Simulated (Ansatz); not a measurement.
`BBCl` + `O=[C](O)[GeH3]` → `BO[C](=O)[GeH3]` + `BCl` at 298.15 K and 1 bar (cleavage of the B–B bond).

Program: Ansatz. Geometries: PBE0-D4/def2-TZVP. ΔE: electronic, gas phase. CCSD(T)/CBS adds triple-zeta CCSD(T) − MP2 to the extrapolated MP2 energy (def2 sets, frozen cores). This one scheme is used for every species. For Ge outer-core shells are correlated without core-valence functions, which leaves a few kJ/mol of doubt a bond. Scalar relativity is left out up to krypton. One conformer a species, not always the lowest.

| species | CCSD(T)/CBS energy (Eh) | H − E (kJ/mol) | S (J/(mol·K)) |
| --- | --- | --- | --- |
| `BBCl` | -511.15624 | 100.6 | 279.9 |
| `O=[C](O)[GeH3]` | -2266.90720 | 141.1 | 330.8 |
| `BO[C](=O)[GeH3]` | -2292.31995 | 174.2 | 357.2 |
| `BCl` | -485.78909 | 65.8 | 234.3 |

H − E and S are ideal-gas, rigid-rotor, harmonic terms from PBE0-D4/def2-TZVP, for one conformer and one mirror image of each species. 1 Eh = 2625.50 kJ/mol, R = 8.31446 J/(mol·K).

Task: By hand: ΔE, ΔH, ΔS and ΔG.

Result: ΔE = (-2292.31995) + (-485.78909) − (-511.15624) − (-2266.90720) = -0.04560 Eh = -119.7 kJ/mol. Δ(H − E) = 174.2 + 65.8 − 100.6 − 141.1 = -1.7, so ΔH = -121.4 kJ/mol. ΔS = 357.2 + 234.3 − 279.9 − 330.8 = -19.2 J/(mol·K). ΔG = -121.4 − 298.15 × (-19.2)/1000 = -115.7 kJ/mol.

Task: By hand: the equilibrium constant, and the temperature at which ΔG would vanish if ΔH and ΔS stayed fixed.

Result: log₁₀ K = −ΔG/(RT ln 10) = 20.3. ΔG = 0 at ΔH/ΔS = 6323 K, far beyond where these terms or the molecules hold.

ΔH outweighs TΔS. A doubt of 5 kJ/mol in ΔE shifts log₁₀ K by 0.9 here. Other conformers and mirror images would add mixing entropy, several J/(mol·K) or more a flexible species. Modes under 60 cm⁻¹, often nearly free rotors, make the harmonic entropy too high. These are equilibria of isolated gas molecules and say nothing of rates. Largest T1 diagnostic: 0.015 (customary marks: 0.02 for closed shells, 0.045 for open ones).
